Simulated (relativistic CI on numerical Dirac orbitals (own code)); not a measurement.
# What each ingredient does to the levels of Ag XX

Base calculation: Dirac-Coulomb-Breit CI, orbitals from a KLI potential per configuration, model QED, unscaled Slater integrals.

CI space (outside the closed core [Ne]): 3s2 3p6 3d10, 3s2 3p6 3d9 4s, 3s2 3p6 3d9 4p, 3s2 3p6 3d9 4d, 3s2 3p6 3d8 4s2, 3s2 3p6 3d9 4f, 3s2 3p5 3d10 4s, 3s2 3p6 3d8 4s 4p, 3s2 3p6 3d9 5s, 3s2 3p6 3d8 4p2, 3s2 3p5 3d10 4p, 3s2 3p6 3d9 5p, 3s2 3p6 3d8 4s 4d, 3s2 3p6 3d9 5d, 3s2 3p6 3d8 4p 4d, 3s2 3p5 3d10 4d, 3s2 3p6 3d9 5f, 3s2 3p5 3d9 4s2, 3s2 3p6 3d9 5g, 3s 3p6 3d10 4s, 3s2 3p6 3d9 6s, 3s2 3p6 3d8 4d2, 3s2 3p6 3d9 6p, 3s2 3p5 3d9 4s 4p, 3s 3p6 3d10 4p, 3s2 3p6 3d9 6d, 3s2 3p5 3d10 4f, 3s2 3p5 3d9 4p2, 3s2 3p5 3d9 4s 4d, 3s 3p6 3d9 4s2, 3s2 3p5 3d10 5s, 3s 3p6 3d10 4d, 3s2 3p5 3d9 4p 4d, 3s 3p6 3d9 4s 4p, 3s2 3p5 3d10 5p, 3s2 3p4 3d10 4s2. Levels of other configurations are missing.

The lowest level and the first level of each name with at least 55 % of one term (blank where a level has no safe partner in the second run):

```tsv
Level	Base (eV)	Shift (eV)
3s2 3p6 3d10 1S_0	0.000	0.000
3s2 3p6 3d9 4s 3D_3	348.367	-0.032
3s2 3p6 3d9 4s 3D_1	354.702	-0.018
3s2 3p6 3d9 4p 3P°_2	387.269	-0.040
3s2 3p6 3d9 4p 3F°_2	393.942	-0.027
3s2 3p6 3d9 4p 3P°_1	394.641	-0.029
3s2 3p6 3d9 4p 3F°_4	395.824	-0.035
3s2 3p6 3d9 4p 1D°_2	397.281	-0.034
3s2 3p6 3d9 4p 1P°_1	397.816	-0.055
3s2 3p6 3d9 4p 3D°_3	398.279	-0.035
3s2 3p6 3d9 4p 3P°_0	400.383	-0.022
3s2 3p6 3d9 4p 3D°_1	403.312	-0.026
3s2 3p6 3d9 4p 3D°_2	404.323	-0.020
3s2 3p6 3d9 4d 3S_1	456.966	-0.023
3s2 3p6 3d9 4d 3G_4	460.242	-0.025
3s2 3p6 3d9 4d 3G_5	461.253	-0.020
3s2 3p6 3d9 4d 3F_4	463.697	-0.022
3s2 3p6 3d9 4d 3P_0	464.126	-0.010
3s2 3p6 3d9 4d 3G_3	466.536	-0.009
3s2 3p6 3d9 4d 3D_1	467.467	-0.008
3s2 3p6 3d9 4d 3F_2	468.949	-0.016
3s2 3p6 3d9 4d 1S_0	490.653	+0.669
```

At this charge energies of transitions that change n are usually good to better than 1 %, and those within a shell (Δn = 0) to a few per cent.

Question: One thing was changed in a second run, which moved the levels as shown. Which?
A. one mean potential for all configurations
B. valence Slater integrals scaled by 0.9
C. QED terms removed
D. Breit term removed
E. configuration mixing switched off

Answer: A. One mean potential for all configurations. One potential for all configurations removes the relaxation of the orbitals, which moves whole configurations and changes the integrals a little.

LS names give the leading component of a level, which can be under half, so a name can repeat, a term be missing and a line seem to break the LS rules.
